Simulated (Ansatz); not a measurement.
Program: Ansatz 0.2.0.

Basis-set series for H₈N₂Si₂ (`N[SiH2][SiH2]N`). Charge 0, multiplicity 1. All single points use the PBE0-D4/def2-TZVP geometry. It is one conformer, not always the lowest.

```csv
functional,basis,functions,energy (Eh),HOMO (eV),LUMO (eV)
PBE0-D4,def2-SVP,104,-692.70060,-6.99,0.25
PBE0-D4,def2-TZVPP,258,-693.04808,-7.19,-0.28
ωB97M-V,def2-SVP,104,-692.96092,-9.20,2.08
ωB97M-V,def2-TZVPP,258,-693.31563,-9.41,1.33
```

Q: Give the rows for def2-QZVPP. (An estimate is asked.)

A: The calculation gave: 
```csv
functional,basis,functions,energy (Eh),HOMO (eV),LUMO (eV)
PBE0-D4,def2-QZVPP,494,-693.07527,-7.22,-0.42
ωB97M-V,def2-QZVPP,494,-693.34114,-9.44,1.07
```

Positive LUMOs are unbound and depend on the basis.
